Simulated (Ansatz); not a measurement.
Ansatz (an electronic-structure program) input (PBE0/def2-TZVPD):

Ansatz 0.2 input:
```yaml
crystal:
  periodic: [false, false, false]
  atoms:
    - {symbol: W, position_ang: [0.06833537, 0.12437509, 0.10256563]}
    - {symbol: O, position_ang: [1.30943601, -0.68607671, -0.68606428]}
    - {symbol: O, position_ang: [-0.63794453, -1.05820541, 1.06265526]}
    - {symbol: F, position_ang: [-1.15874995, 0.52783339, -1.17806493]}
basis:
  gaussian:
    orbitals: def2-TZVPD
hamiltonian:
  xc: {name: PBE0}
magnetization: {spin_polarized: true, initial_magnetization: 1}
```

Output:

```
Functional definition: PBE0
integrals: 0.07 GiB planned
981 factors; their error is unknown
mean field: 0.87 GiB planned
mean field evaluation 1: about -8618.3788 eV, gradient 7.1e1 eV
mean field evaluation 2: about -8369.3226 eV, gradient 2.4e2 eV
mean field evaluation 4: about -8633.8473 eV, gradient 2.3e1 eV
mean field evaluation 8: about -8635.2913 eV, gradient 1.0e-1 eV
mean field evaluation 16: about -8635.3326 eV, gradient 8.6e-4 eV
mean field -8635.33256957 eV, -317.3426186930 hartree, gradient 5.2e-5 eV, S^2 0.754446; 0 other end points of the search recorded, 0 dependent functions left out
reference -8635.33261204 eV, -317.3426202538 hartree; 20, 19 occupied and 143, 144 virtual orbitals, 981 factors
Total energy: -8635.33261204 eV, -317.3426202538 hartree
```

This state (charge 0, doublet) is run at the relaxed geometry of the species with charge 1 and multiplicity 1.
